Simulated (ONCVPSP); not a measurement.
# What the settings do to the ONCV potential of oxygen (O)

Base potential:

O, optimised norm-conserving Vanderbilt (ONCV), made with ONCVPSP 4.0.1 (LDA (Perdew-Zunger), scalar-relativistic). Core [He], reference 2s2 2p3.75 (charge +0.25). Waves: 2s: rc 0.75 bohr, ncon 4, nbas 8, qcut 7.8 1/bohr, 1 projector; 2p: rc 1.65 bohr, ncon 4, nbas 8, qcut 10.5 1/bohr, 2 projectors, debl 2.8 Ha; d scattering state at 0.11 Ha: rc 1.60 bohr, ncon 4, nbas 7, qcut 6.8 1/bohr, 2 projectors, debl 4 Ha. Local part: polynomial inside 0.55 bohr (lpopt 4, dvloc0 1 Ha). Core correction: none.

Cutoffs, loose and tight: the cutoffs (Ha) at which the residual kinetic energy of the hardest occupied pseudo-wave falls to 1 and 0.1 mHa per electron. They do not see the model core or the augmentation charge, which bear on the density cutoff. Test errors are all-electron minus pseudo excitation energies from the reference, over the configurations 2s2 2p4; 2s2 2p3; 2s2 2p2; 2s0 2p6. A dash means not determined; rows that change the core or the reference have their own tests.

```tsv
change	outcome	cutoff, loose	cutoff, tight	bound ghosts	GHOST(+) flags above zero	largest test error (meV)
base	generated	77 Ha	272 Ha	none	d	+207
s: qcut 7.2; p: qcut 9.7; d: qcut 6.3	generated	138 Ha	288 Ha	none	d	+239
local potential polynomial inside 0.55 bohr (lpopt 4, dvloc0 8 Ha)	generated	77 Ha	272 Ha	none	none	+205
all radii scaled by about 1.18 (s 0.88, p 1.94, d 1.88 bohr); local potential polynomial inside 0.64 bohr (lpopt 4, dvloc0 1 Ha)	generated	54 Ha	201 Ha	none	d	+351
functional PBE	generated	78 Ha	273 Ha	none	d	+192
s: rc 0.98	generated	31 Ha	152 Ha	none	d	+217
local potential polynomial inside 0.75 bohr (lpopt 5, dvloc0 4 Ha)	generated	77 Ha	272 Ha	none	none	+205
d: rc 1.3	generated	77 Ha	272 Ha	none	none	+207
core correction polynomial model core, fcfact 0.65	generated	77 Ha	272 Ha	none	d	+196
s: qcut 8.4	generated	45 Ha	245 Ha	none	d	+205
reference 2s2 2p4	generated	76 Ha	271 Ha	none	d	+914
```
